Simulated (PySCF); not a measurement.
Geometry:
| atom | x (Å) | y (Å) | z (Å) |
| --- | --- | --- | --- |
| Si1 | -1.065 | 1.864 | -0.301 |
| N2 | -0.787 | 0.165 | -0.053 |
| Si3 | -1.960 | -1.124 | -0.033 |
| C4 | 0.542 | -0.273 | -0.006 |
| C5 | 1.267 | -1.109 | 1.001 |
| C6 | 1.824 | 0.212 | 0.561 |
| C7 | 1.713 | -0.052 | -0.914 |
| H8 | -0.819 | 2.234 | -1.701 |
| H9 | -0.141 | 2.594 | 0.569 |
| H10 | -2.457 | 2.099 | 0.063 |
| H11 | -1.862 | -1.825 | 1.251 |
| H12 | -1.664 | -2.055 | -1.126 |
| H13 | -3.264 | -0.495 | -0.201 |
| H14 | 1.759 | -2.024 | 0.683 |
| H15 | 0.840 | -1.168 | 1.995 |
| H16 | 2.160 | 1.063 | 1.111 |
| H17 | 2.237 | -0.905 | -1.335 |
| H18 | 1.669 | 0.805 | -1.575 |

[PySCF: geometry from GFN2-xTB; GIAO PBE0/pcSseg-1 shieldings; rapidly exchanging positions averaged; a single conformation; in vacuum; non-relativistic]

Chemical shifts δ = σref − σ; ¹³C (186.93 ppm) and ¹H (31.72 ppm) and ²⁹Si (349.16 ppm) vs TMS; ¹⁵N (267.73 ppm) against NH3, all at this level.

| atoms | nucleus | count | Hirshfeld charge | δ (ppm) |
| --- | --- | --- | --- | --- |
| H14/H17 | ¹H | 2 | 0.04 | 0.67 |
| N2 | ¹⁵N | 1 | -0.25 | ? |
| C5/C7 | ¹³C | 2 | -0.09 | ? |
| H16 | ¹H | 1 | 0.06 | 2.37 |
| C4 | ¹³C | 1 | 0.04 | 36.0 |
| Si1/Si3 | ²⁹Si | 2 | 0.35 | -49.6 |
| C6 | ¹³C | 1 | -0.06 | ? |
| H15/H18 | ¹H | 2 | 0.05 | 1.65 |
| H8/H9/H10/H11/H12/H13 | ¹H | 6 | -0.08 | 4.70 |

Problem. Complete the table.

Solution. 
- C5/C7: 33.8 ppm, three-membered-ring carbon; saturated and bonded to C and H only
- C6: 7.8 ppm, three-membered-ring carbon; carbons of three-membered rings are unusually shielded
- N2: -2.2 ppm, nitrogen bonded to C, 2 Si

Shifts are as computed. Against solution values, carbons near 30 ppm lie about +3 ppm off and those near 130 ppm about +5 ppm. Of 1309 compounds with measured shifts, 239 miss one by over three times the rms of a fit or turn the order of signals round; such compounds aren't used in these exercises. Experimental scales use liquid or dissolved standards, which lie at an offset from isolated NH3 (liquid NH3: subtract about 20 ppm).
